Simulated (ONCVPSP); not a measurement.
## Configuration tests for In (Z = 49) (ONCV)

ONCVPSP 4.0.1 input, shortened (lines: element, Z, core and valence counts, functional; n l f; lmax; l rc ep ncon nbas qcut; lloc lpopt rc5 dvloc0; l nproj debl; icmod fcfact rcfact), LDA (Perdew-Wang 92), scalar-relativistic:

```
  In 49.00    6    5  -001012      upf
    1    0    2.00
    2    0    2.00
    2    1    6.00
    3    0    2.00
    3    1    6.00
    3    2   10.00
    4    0    2.00
    4    1    6.00
    4    2   10.00
    5    0    2.00
    5    1    1.00
    2
    0    1.40    0.00    5    9    8.00
    1    1.75    0.00    4    8    8.60
    2    1.70    0.00    4    9    8.90
    4    5    1.20    0.00
    0    2    1.60
    1    2    4.00
    2    2    1.40
    3    1.75    1.55
```

Energies are relative to the spin-unpolarised reference configuration 4s2 4p6 4d10 5s2 5p1; without spin polarisation the order of configurations can differ from experiment. Not all tests gave a result: 1 of 4 tests not solved or not reliable.

```tsv
valence configuration	charge	ΔE all-electron (eV)	error AE − PS (meV)
4s2 4p6 4d10 5s2 5p0	+1	5.589	-1.2
4s2 4p6 4d10 5s1 5p0	+2	25.244	-5.2
4s1 4p6 4d10 5s2 5p1	+1	127.372	-262
```
